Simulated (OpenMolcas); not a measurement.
## P: effect of the IPEA shift

```yaml
Program: OpenMolcas 26.06
Basis: ANO-RCC-VTZP [5s4p2d1f]
Scalar_Hamiltonian: DKH2, point nucleus
Active_space: 3 electrons in 3 orbitals (3p)
State_averaging: 2S+1 = 4 odd, 1 root; 2S+1 = 2 odd, 8 roots
Spin-orbit_coupling: state interaction with AMFI integrals over the reference wave functions, term energies averaged over their components
```

Methods on the same reference wave functions:
A. CASSCF
B. SS-CASPT2, IPEA 0 Eh, imaginary shift 0.1 Eh (closed shells correlated: 2s 2p 3s)
C. SS-CASPT2, IPEA 0.25 Eh, imaginary shift 0.1 Eh (closed shells correlated: 2s 2p 3s)

Energies in cm-1 above 3s2 3p3 4S* 3/2, the measured ground level; measured values from NIST Handbook of Basic Atomic Spectroscopic Data.

| Level | A | B | C | Measured |
| --- | --- | --- | --- | --- |
| 3s2 3p3 4S* 3/2 | 0.0 | 0.0 | 0.0 | 0.0 |
| 3s2 3p3 2D* 3/2 | 15378 | 12390 | 12020 | 11361 |
| 3s2 3p3 2D* 5/2 | 15384 | 12390 | 12030 | 11377 |
| 3s2 3p3 2P* 1/2 | 25426 | 20660 | 20290 | 18723 |
| 3s2 3p3 2P* 3/2 | 25435 | 20670 | 20300 | 18748 |

Deviations, from unrounded energies. A percentage is the sum of absolute deviations over the sum of measured energies, with the sign that they share, or ± where signs differ.

```csv
Against measurement,Levels,A,B,C
mean absolute deviation (cm-1),4,5400,1500,1100
other terms of the ground configuration (%),4,+35.6,+9.8,+7.4
```

C lies closest to measurement on these levels and A furthest from it. The largest miss of C in the table is 3s2 3p3 2P* 1/2, by +1600 cm-1. The ranking rests on the paired levels alone, and a cruder setting can come out closer through cancelling errors.

Between B and C the level of the table that moves most is 3s2 3p3 2D* 5/2, by 360 cm-1 (lowest in C, highest in B). Moves below CASPT2's spread within the term are not significant.

From A to B the spin-free energies of the other terms of 3s2 3p3 shown, above 4S*, scale by a factor of 0.81.

The lowest spin-free term lies below A's lowest term by 0.114 hartree in B, 0.100 hartree in C.

CASPT2 breaks the degeneracy within a term, and the mean is taken; among the terms shown or strongly mixed into the levels shown the widest spread is 190 cm-1 (3s2 3p3 2D*, C). With the s shell closed, the reference lacks s² → p² mixing. Without dynamic correlation excited terms often stand tens of per cent too high (terms of higher spin than the ground term too low), and those without a measured partner can miss by more than the paired ones (holds for A). Measured partners are found by configuration, term and J. A level has none where our copy of the source lacks it or the pairing is in doubt (some pairs that miss far off the trend of their configuration count as doubtful), and it then counts in no deviation. Levels of configurations outside the active space are missing.

* marks odd parity.
